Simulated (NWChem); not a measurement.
System: phosphorus nitride (PN); SMILES N#P

NWChem input:

```
start job
memory heap 200 mb stack 900 mb global 1100 mb
geometry units angstroms noautoz
  N      0.000000     0.000000     1.009448
  P      0.000000     0.000000    -0.479115
end
basis spherical
  * library 6-31+g*
end
dft
  xc b3lyp
  iterations 150
  mulliken
end
task dft energy
```

Output (shortened):

```
             Northwest Computational Chemistry Package (NWChem) 7.3.0
             --------------------------------------------------------

 ORDER OF PRIMARY AXIS IS BEING SET TO 4
 C4V symmetry detected

                             Geometry "geometry" -> ""
                             -------------------------

 Output coordinates in angstroms (scale by  1.889725989 to convert to a.u.)

  No.       Tag          Charge          X              Y              Z
 ---- ---------------- ---------- -------------- -------------- --------------
    1 N                    7.0000     0.00000000     0.00000000     1.01492932
    2 P                   15.0000     0.00000000     0.00000000    -0.47363368

 Effective nuclear repulsion energy (a.u.)      37.3270134653

      Symmetry information
      --------------------

 Group name             C4v
 Group number             18
 Group order               8
 No. of unique centers     2

                                 NWChem DFT Module
                                 -----------------

 Summary of "ao basis" -> "ao basis" (spherical)
 ------------------------------------------------------------------------------
       Tag                 Description            Shells   Functions and Types
 ---------------- ------------------------------  ------  ---------------------
 N                          6-31+g*                  8       18   4s3p1d
 P                          6-31+g*                 10       22   5s4p1d

      Symmetry analysis of basis
      --------------------------

        a1         18
        a2          0
        b1          2
        b2          2
        e          18

            General Information
            -------------------
          SCF calculation type: DFT
          Wavefunction type:  closed shell.
          No. of atoms     :     2
          No. of electrons :    22
           Alpha electrons :    11
            Beta electrons :    11
          Charge           :     0
          Spin multiplicity:     1
          Use of symmetry is: on ; symmetry adaption is: on
          Maximum number of iterations: 150
          AO basis - number of functions:    40
                     number of shells:    18
          Convergence on energy requested:  1.00D-06
          Convergence on density requested:  1.00D-05
          Convergence on gradient requested:  5.00D-04

              XC Information
              --------------
                         B3LYP Method XC Potential
                     Hartree-Fock (Exact) Exchange  0.200
                        Slater Exchange Functional  0.800 local
                    Becke 1988 Exchange Functional  0.720 non-local
              Lee-Yang-Parr Correlation Functional  0.810
                  VWN I RPA Correlation Functional  0.190 local

             Grid Information
             ----------------
          Grid used for XC integration:  medium
          Radial quadrature: Mura-Knowles
          Angular quadrature: Lebedev.
          Tag              B.-S. Rad. Rad. Pts. Rad. Cut. Ang. Pts.
          ---              ---------- --------- --------- ---------
          N                   0.65       49          10.0       434
          P                   1.00       88          10.0       590
          Grid pruning is: on
          Number of quadrature shells:   137
          Spatial weights used:  Erf1

      Superposition of Atomic Density Guess
      -------------------------------------

 Sum of atomic energies:        -394.92656384

      Non-variational initial energy
      ------------------------------

 Total energy =    -395.139427
 1-e energy   =    -618.989133
 2-e energy   =     186.522693
 HOMO         =      -0.349699
 LUMO         =      -0.062276

      Symmetry analysis of molecular orbitals - initial
      -------------------------------------------------

 !! scf_movecs_sym_adapt:    4 vectors were symmetry contaminated

  Symmetry fudging

 !! scf_movecs_sym_adapt:    4 vectors were symmetry contaminated

  Numbering of irreducible representations:

     1 a1          2 a2          3 b1          4 b2          5 e

  Orbital symmetries:

     1 a1          2 a1          3 a1          4 a1          5 e
     6 e           7 a1          8 a1          9 e          10 e
    11 a1         12 e          13 e          14 a1         15 a1
    16 e          17 e          18 a1         19 e          20 e
    21 a1

     ---------------------------------------------
      Total Density - Mulliken Population Analysis
     ---------------------------------------------

    Atom       Charge   Shell Charges
 -----------   ------   -------------------------------------------------------
    1 N    7     7.92   2.00  0.91  2.39  0.94  1.58 -0.00  0.09  0.02
    2 P   15    14.08   2.00  2.00  5.97  1.24  1.59  0.67  0.40  0.05  0.04  0.11

   convergence    iter        energy       DeltaE   RMS-Dens  Diis-err
 ---------------- ----- ----------------- --------- --------- ---------
 d= 0,ls=0.0,diis     1   -395.9848126664 -4.33D+02  5.58D-02  5.06D-01
 d= 0,ls=0.0,diis     2   -395.3170570346  6.68D-01  4.30D-02  4.77D+00
 d= 0,ls=0.0,diis     3   -396.0617473352 -7.45D-01  2.83D-03  1.42D-02
 d= 0,ls=0.0,diis     4   -396.0633484422 -1.60D-03  9.66D-04  1.53D-03
 d= 0,ls=0.0,diis     5   -396.0635967740 -2.48D-04  1.09D-04  3.73D-05
  Resetting Diis
 d= 0,ls=0.0,diis     6   -396.0636024035 -5.63D-06  2.27D-05  1.03D-06
 d= 0,ls=0.0,diis     7   -396.0636025510 -1.48D-07  1.22D-05  3.63D-08
 d= 0,ls=0.0,diis     8   -396.0636024981  5.29D-08  9.19D-06  4.49D-07

         Total DFT energy =     -396.063602498139
      One electron energy =     -619.886432173298
           Coulomb energy =      216.552618564615
    Exchange-Corr. energy =      -30.056802354770
 Nuclear repulsion energy =       37.327013465314

 Numeric. integr. density =       22.000001376071

                  Occupations of the irreducible representations
                  ----------------------------------------------

                     irrep           alpha         beta
                     --------     --------     --------
                     a1                7.0          7.0
                     a2                0.0          0.0
                     b1                0.0          0.0
                     b2                0.0          0.0
                     e                 4.0          4.0

                       DFT Final Molecular Orbital Analysis
                       ------------------------------------

 Vector    9  Occ=2.000000D+00  E=-3.428656D-01  Symmetry=e
              MO Center= -4.0D-15, -2.4D-15,  3.9D-01, r^2= 1.5D+00
   Bfn.  Coefficient  Atom+Function         Bfn.  Coefficient  Atom+Function
  ----- ------------  ---------------      ----- ------------  ---------------
    25      0.399302  2 P  px                 3      0.394243  1 N  px
     7      0.242150  1 N  px                26      0.222169  2 P  py
     4      0.219354  1 N  py                21     -0.153423  2 P  px
    29      0.146496  2 P  px                 8      0.134730  1 N  py
    22     -0.085363  2 P  py                30      0.081509  2 P  py

 Vector   10  Occ=2.000000D+00  E=-3.428656D-01  Symmetry=e
              MO Center= -5.2D-16,  5.1D-16,  3.9D-01, r^2= 1.5D+00
   Bfn.  Coefficient  Atom+Function         Bfn.  Coefficient  Atom+Function
  ----- ------------  ---------------      ----- ------------  ---------------
    26      0.399302  2 P  py                 4      0.394243  1 N  py
     8      0.242150  1 N  py                25     -0.222169  2 P  px
     3     -0.219354  1 N  px                22     -0.153423  2 P  py
    30      0.146496  2 P  py                 7     -0.134730  1 N  px
    21      0.085363  2 P  px                29     -0.081509  2 P  px

 Vector   11  Occ=2.000000D+00  E=-3.345686D-01  Symmetry=a1
              MO Center=  4.3D-15,  2.5D-15,  5.7D-01, r^2= 1.9D+00
   Bfn.  Coefficient  Atom+Function         Bfn.  Coefficient  Atom+Function
  ----- ------------  ---------------      ----- ------------  ---------------
     5      0.511934  1 N  pz                27     -0.473133  2 P  pz
     6      0.295853  1 N  s                  9      0.211800  1 N  pz
    28      0.184553  2 P  s                 23      0.179558  2 P  pz
     2      0.129500  1 N  s                 31     -0.110574  2 P  pz
    10      0.091991  1 N  s                  1     -0.061194  1 N  s

 Vector   12  Occ=0.000000D+00  E=-9.552186D-02  Symmetry=e
              MO Center= -1.1D-16, -1.3D-16, -9.9D-02, r^2= 2.8D+00
   Bfn.  Coefficient  Atom+Function         Bfn.  Coefficient  Atom+Function
  ----- ------------  ---------------      ----- ------------  ---------------
    30      0.420437  2 P  py                26      0.416181  2 P  py
     4     -0.365523  1 N  py                 8     -0.317189  1 N  py
    29      0.259557  2 P  px                25      0.256929  2 P  px
    12     -0.232443  1 N  py                 3     -0.225656  1 N  px
     7     -0.195817  1 N  px                34      0.194061  2 P  py

 Vector   13  Occ=0.000000D+00  E=-9.552186D-02  Symmetry=e
              MO Center= -9.7D-16,  4.9D-16, -9.9D-02, r^2= 2.8D+00
   Bfn.  Coefficient  Atom+Function         Bfn.  Coefficient  Atom+Function
  ----- ------------  ---------------      ----- ------------  ---------------
    29      0.420437  2 P  px                25      0.416181  2 P  px
     3     -0.365523  1 N  px                 7     -0.317189  1 N  px
    30     -0.259557  2 P  py                26     -0.256929  2 P  py
    11     -0.232443  1 N  px                 4      0.225656  1 N  py
     8      0.195817  1 N  py                33      0.194061  2 P  px

[...]
```

Level: B3LYP/6-31+G* (spherical d). Coordinates come from a PBE0/def2-SVP optimisation.
